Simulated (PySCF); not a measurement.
phosphoric acid cation (H3O4P), SMILES O=P(O)(O)O (connectivity only; charge and spin as stated), charge +1, multiplicity 2.

Geometry optimised at PBE0-D3(BJ)/def2-SVP. The multiplicity is an assumed one; other spin states were not compared. The values are those of a single conformer.

Level of theory: PBE/def2-TZVP run with PySCF.

The molecule is in vacuum.

```json
{
  "total_energy": "-643.49645 hartree",
  "α spin, highest occupied and lowest empty level": "-14.46 and -6.43 eV",
  "β spin, highest occupied and lowest empty level": "-14.07 and -13.16 eV",
  "dipole_moment_about_the_centre_of_nuclear_charge": "2.32 D",
  "mean_static_polarisability": "35.9 bohr³ (5.32 Å³)",
  "polarisability_principal_values": "34.0, 36.1, 37.7 bohr³",
  "⟨S²⟩": "0.753 (pure state 0.75)"
}
```
